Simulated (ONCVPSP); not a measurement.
## P, ONCV: configuration errors across variants

phosphorus, optimised norm-conserving Vanderbilt (ONCV), made with ONCVPSP 4.0.1 (PBE, scalar-relativistic). Core [Ne], reference 3s2 3p3. Waves: 3s: rc 1.55 bohr, ncon 4, nbas 7, qcut 4.2 1/bohr, 2 projectors, debl 0.6 Ha; 3p: rc 1.40 bohr, ncon 4, nbas 9, qcut 6.6 1/bohr, 3 projectors, debl 2.8 Ha. Local part: polynomial inside 1.05 bohr (lpopt 4, dvloc0 0 Ha). Core correction: Teter function fitted to the true core (icmod 2), fcfact 0.35.

All-electron excitation energies from the reference (eV): (1) 3s2 3p2 9.730; (2) 3s2 3p1 28.877; (3) 3s2 3p0 58.616; (4) 3s1 3p0 110.621.

A true bound ghost makes a file unfit for plane-wave use even where its test errors are small: the radial tests pick states by their node count and pass the ghost by.

Errors AE − PS in meV (a dash: test not solved or not reliable):

| change | (1) | (2) | (3) | (4) | bound ghosts | GHOST(+) flags above zero |
| --- | --- | --- | --- | --- | --- | --- |
| base | +0.8 | +12 | +60 | +216 | p | s, p |
| local potential polynomial inside 1.05 bohr (lpopt 4, dvloc0 -2.5 Ha) | +0.8 | +12 | +60 | +216 | p | s, p |
| local potential polynomial inside 1.05 bohr (lpopt 4, dvloc0 1 Ha) | +0.8 | +12 | +60 | +216 | p | s, p |
| local potential polynomial inside 1.05 bohr (lpopt 4, dvloc0 4 Ha) | +0.8 | +12 | +60 | +216 | p | p |
| local potential polynomial inside 1.05 bohr (lpopt 4, dvloc0 5.5 Ha) | +0.8 | +12 | +60 | +216 | p | none |
| local potential polynomial inside 1.05 bohr (lpopt 4, dvloc0 9.5 Ha) | +0.7 | +12 | +61 | +216 | p | none |

(1) Give the same row for: local potential polynomial inside 1.05 bohr (lpopt 4, dvloc0 7 Ha).

Answers

(1) +0.7, +12, +60, +216; bound ghosts: p; GHOST(+) flags above zero: none.
